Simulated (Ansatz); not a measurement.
C₂H₁₁GeNSi (`C[SiH](C)[NH][GeH3]`). Charge 0, multiplicity 1. All single points use the PBE0-D4/def2-TZVP geometry. It is one conformer, not always the lowest.

```xyz
16

C    -1.267   -1.629   -0.924
Si   -0.248   -0.105   -0.563
C    -1.367    1.394   -0.516
N     0.651   -0.339    0.893
Ge    2.296    0.359    1.308
H    -1.989   -1.815   -0.123
H    -1.831   -1.512   -1.853
H    -0.632   -2.513   -1.018
H     0.772    0.108   -1.631
H    -0.795    2.302   -0.307
H    -2.129    1.292    0.263
H    -1.881    1.532   -1.471
H     0.149   -0.707    1.688
H     3.008   -0.609    2.271
H     2.188    1.741    1.990
H     3.073    0.501   -0.007
```

Question: What is the dipole moment at ωB97M-V/def2-TZVPP? (Best estimate.)

Answer: The calculation gave: 1.06 D, with components (-0.74, -0.21, 0.73) D in this frame, pointing from negative to positive charge.

Question: And with PBE, r2SCAN, B3LYP? (Estimate.)

Answer: Ansatz gave: PBE 1.08 D, r2SCAN 1.10 D, B3LYP 1.04 D.

Question: Give the Mulliken charges with ωB97M-V, B3LYP, r2SCAN in def2-TZVPP. (Estimate.)

Answer: Computed: 
```json
{"atom": "C1", "ωB97M-V": "-0.46", "B3LYP": "-0.40", "r2SCAN": "-0.32"}
{"atom": "Si2", "ωB97M-V": "0.44", "B3LYP": "0.48", "r2SCAN": "0.49"}
{"atom": "C3", "ωB97M-V": "-0.43", "B3LYP": "-0.38", "r2SCAN": "-0.29"}
{"atom": "N4", "ωB97M-V": "-0.42", "B3LYP": "-0.40", "r2SCAN": "-0.46"}
{"atom": "Ge5", "ωB97M-V": "0.15", "B3LYP": "0.20", "r2SCAN": "0.23"}
{"atom": "H6", "ωB97M-V": "0.11", "B3LYP": "0.09", "r2SCAN": "0.06"}
{"atom": "H7", "ωB97M-V": "0.11", "B3LYP": "0.09", "r2SCAN": "0.07"}
{"atom": "H8", "ωB97M-V": "0.12", "B3LYP": "0.10", "r2SCAN": "0.08"}
{"atom": "H9", "ωB97M-V": "-0.05", "B3LYP": "-0.11", "r2SCAN": "-0.10"}
{"atom": "H10", "ωB97M-V": "0.11", "B3LYP": "0.09", "r2SCAN": "0.07"}
{"atom": "H11", "ωB97M-V": "0.11", "B3LYP": "0.08", "r2SCAN": "0.06"}
{"atom": "H12", "ωB97M-V": "0.11", "B3LYP": "0.09", "r2SCAN": "0.07"}
{"atom": "H13", "ωB97M-V": "0.09", "B3LYP": "0.11", "r2SCAN": "0.13"}
{"atom": "H14", "ωB97M-V": "0.00", "B3LYP": "-0.02", "r2SCAN": "-0.03"}
{"atom": "H15", "ωB97M-V": "-0.01", "B3LYP": "-0.03", "r2SCAN": "-0.04"}
{"atom": "H16", "ωB97M-V": "0.02", "B3LYP": "0.00", "r2SCAN": "-0.01"}
```

B3LYP here is the variant with VWN-RPA as its local correlation; programs differ in this.
